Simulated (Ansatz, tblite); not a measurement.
Spin states of OsO2⁻, each relaxed with PBE0-D4/def2-TZVPD in Ansatz. Electronic energies in the gas phase.

In the def2 sets Os takes a core potential; there is no spin–orbit coupling. The xTB rows come from tblite. B3LYP takes the VWN-RPA correlation. HSE06 is defined as in plane-wave codes, on full-range PBE exchange. Correlated methods freeze 2 core orbitals; core or outer-core shells of Os are correlated, in sets that lack core-valence functions. The structure comes from a short search, and lower isomers may exist.

Doublet geometry (C2v within 0.1 Å):

```xyz
3

Os   -0.068    0.014   -0.279
O     1.384    0.922   -0.142
O    -1.316   -0.936    0.422
```

Quartet geometry (C2v within 0.1 Å):

Cartesian coordinates in Å:
```
Os 0.389 -0.229 -0.375
O 0.893 0.948 0.805
O -1.281 -0.719 -0.430
```

Only these spin states were relaxed. Higher spins weren't run and may lie lower.

```csv
level,quartet − doublet (kcal/mol),lowest of these,remarks
GFN1-xTB,49.9,doublet,–
HF/def2-TZVPD,12.4,doublet,–
HF/def2-TZVPPD,11.8,doublet,–
LDA (SPW92)/def2-TZVPD,25.8,doublet,"HOMO above zero (doublet), HOMO above zero (quartet)"
PBE-D4/def2-TZVPD,22.8,doublet,"HOMO above zero (doublet), HOMO above zero (quartet)"
B3LYP-D4/def2-TZVPD,24.1,doublet,HOMO above zero (quartet)
HSE06-D4/def2-TZVPD,21.8,doublet,HOMO above zero (quartet)
PBE-QIDH/def2-TZVPD,24.3,doublet,–
RPA@PBE/def2-TZVPD,25.8,doublet,–
MP2/def2-TZVPPD,29.9,doublet,–
CCSD/def2-TZVPPD,23.3,doublet,–
CCSD(T)/def2-TZVPPD,25.4,doublet,–
```

| state | donor atoms | mean metal–ligand distance (Å) | range (Å) | Mulliken spin on the metal (PBE0) |
| --- | --- | --- | --- | --- |
| doublet | 2 | 1.718 | 1.72–1.72 | 1.03 |
| quartet | 2 | 1.741 | 1.74–1.74 | 2.41 |

⟨S²⟩ at PBE0-D4/def2-TZVPD: doublet 0.76 (pure 0.75), quartet 3.77 (pure 3.75).

The xTB methods have no term that favours high spin, so they put low spin too low.
